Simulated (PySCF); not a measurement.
Compound: ClH9Si4.
Bonds: Si1–Si2, Si2–Si3, Si2–Si4, Si4–Cl5. Hydrogens: H6, H7, H8 on Si1; H9 on Si2; H10, H11, H12 on Si3; H13, H14 on Si4.

Computed with PySCF at CAM-B3LYP/def2-SVPD, non-relativistic, on one gas-phase PBE0-D3(BJ)/def2-SVP geometry that isn't relaxed in the solvent. The solvent is an IEF-PCM continuum (cavity from Bondi-type radii × 1.2). Specific hydrogen bonds and non-electrostatic terms are outside this model.

Gas phase at CAM-B3LYP/def2-SVPD: HOMO -9.20 eV, LUMO 0.03 eV, dipole 1.55 D.

Question: What does the continuum do to the energy, the frontier levels and the dipole at CAM-B3LYP/def2-SVPD in acetone and acetonitrile?

Answer: 
| solvent | ε | E(solvent) − E(gas) (kcal/mol) | polarisation term (kcal/mol) | distortion of the solute (kcal/mol) | HOMO (eV) | LUMO (eV) | dipole (D) |
| --- | --- | --- | --- | --- | --- | --- | --- |
| acetone | 20.49 | -1.37 | -1.64 | 0.27 | -9.05 | 0.20 | 2.17 |
| acetonitrile | 35.69 | -1.42 | -1.72 | 0.30 | -9.04 | 0.20 | 2.20 |

Polarisation term: ½ Σ q·V over the induced surface charges. Distortion: the rise of the solute's own energy as its density leaves the gas-phase optimum. From acetone to acetonitrile the lowering changes by a factor 1.04, Onsager's factor (ε − 1)/(2ε + 1) by 1.03 and ε itself by 1.7.

Question: Which radius a makes the point-dipole formula ΔE = −[(ε − 1)/(2ε + 1)]·μ²/a³ give the value in acetonitrile, with the gas-phase dipole?

Answer: μ = 0.611 au and |ΔE| = 0.00226 Eh give a = 2.27 Å; the farthest nucleus lies 3.43 Å from the centroid of the nuclei, so such a sphere wouldn't even hold the nuclei. The formula assumes a rigid point dipole at the centre of a sphere.

Question: How does the static polarisability (CAM-B3LYP/def2-SVPD, frozen core, with the continuum's full static response) change?

Answer: 
| medium | isotropic (au) | principal values (au) | ⟨r²⟩ of the electrons (bohr²) |
| --- | --- | --- | --- |
| gas | 133.8 | 109.0, 138.8, 153.8 | 1792.1 |
| acetone | 186.6 | 159.9, 191.7, 208.1 | 1793.2 |
| acetonitrile | 189.1 | 162.9, 194.1, 210.4 | 1793.3 |

The isotropic value in acetonitrile is 1.41 times the gas-phase one; no cavity-field correction is applied. ⟨r²⟩ is taken about the centre of nuclear charge.

Shape of the structure used: `[SiH3:1][SiH:2]([SiH3:3])[SiH2:4][Cl:5]`: Si1–Si2–Si4–Cl5 -34°.
